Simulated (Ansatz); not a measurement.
Compare A (`[CH3][GeH]([OH])[Cl]`) with its isomer B (`O[CH](Cl)[GeH3]`).

Calculated with Ansatz (gas phase, PBE0-D4/def2-TZVP geometries, no zero-point term in ΔE). CCSD(T)/CBS adds triple-zeta CCSD(T) − MP2 to the extrapolated MP2 energy (def2 sets, frozen cores). Functionals use def2-TZVPP. B3LYP here is the variant with VWN-RPA as its local correlation; programs differ in this. For Ge outer-core shells are correlated without core-valence functions, which leaves a few kJ/mol of doubt a bond. Scalar relativity is left out up to krypton. Each species was taken in one conformer, which may not be the lowest.

Which is lower in electronic energy at CCSD(T)/CBS, and by how much? (Best estimate.)

Computed: A, by 66.1 kcal/mol.

Give E(B) − E(A) in kcal/mol with B3LYP, r2SCAN-D4, CCSD/def2-TZVPP, B3LYP-D4, PBE0-D4, MP2/def2-TZVPP, PBE-D4. (Best estimate.)

Ansatz gave: B3LYP 64.6, r2SCAN-D4 65.3, CCSD/def2-TZVPP 67.2, B3LYP-D4 64.4, PBE0-D4 64.0, MP2/def2-TZVPP 69.4, PBE-D4 61.3. None reverses the order clearly.

Does the order hold for the free energy at 298.15 K (harmonic terms from PBE0-D4)? (Best estimate.)

The calculation gave: Yes: G(B) − G(A) = +64.1 kcal/mol, for one conformer each.

Largest T1 diagnostic: 0.011.

Leaving LDA and LC-ωPBE aside and taking each functional with its dispersion term where it has one, the values, not all of them listed here, spread over 6.4 kcal/mol, from revPBE-D4 to PBE-QIDH. LDA lies −3.3 kcal/mol from PBE without D4. From BLYP to BHLYP (50 % exact exchange), in def2-TZVPP and without D4, E(B) − E(A) moves by +4.7 kcal/mol.
